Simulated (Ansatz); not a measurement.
Consider the formal exchange of groups at the Si–Si bond: `[SiH3][SiH2][SiH2][SiH2][GeH3]` + SiH₄ → `[SiH3][SiH2][SiH2][SiH3]` + `[SiH3][GeH3]`.

Gas-phase electronic energies from Ansatz, PBE0-D4/def2-TZVP geometries. CCSD(T)/CBS is the MP2 limit (def2-TZVPP, def2-QZVPP) plus CCSD(T) − MP2 in def2-TZVPP, frozen cores. This one scheme is used for every species. Functionals use def2-TZVPP. B3LYP here is the variant with VWN-RPA as its local correlation; programs differ in this. HSE06 is defined as in plane-wave codes. For Ge outer-core shells are correlated without core-valence functions, which leaves a few kJ/mol of doubt a bond. Scalar relativity is left out up to krypton. Each species was taken in one conformer, which may not be the lowest.

```
             level  ΔE (kJ/mol)
            PBE-D4          9.0
          B3LYP-D4         10.0
          HSE06-D4          9.2
            r2SCAN          5.8
     CCSD/def2-SVP          9.5
SCS-MP2/def2-TZVPP         10.1
SCS-MP2/def2-QZVPP          9.7
     MP2/CBS(def2)         12.7
```

(1) What does CCSD(T)/CBS give? (Best estimate.)

Largest T1 diagnostic among the species: 0.014.

## Answers

(1) Ansatz gave: +10.0 kJ/mol. The listed levels differ from it by -1.0, 0.0, -0.8, -4.2, -0.5, 0.1, -0.3, 2.7 kJ/mol.

In def2-TZVPP, CCSD(T) changes the Hartree–Fock value by +10.4 kJ/mol (the triples alone add +2.0 kJ/mol) and MP2 by +13.0 kJ/mol. Leaving LDA and LC-ωPBE aside and taking each functional with its dispersion term where it has one, the values, not all of them listed here, spread over 5.9 kJ/mol, from B2PLYP to BHLYP-D4. LDA lies +4.4 kJ/mol from PBE without D4. The D4 term adds +9.8 kJ/mol with B3LYP and +5.9 kJ/mol with PBE0; it sums over pairs of atoms, weighted by their polarisabilities, and B3LYP, whose exchange is more repulsive, gets the larger term.
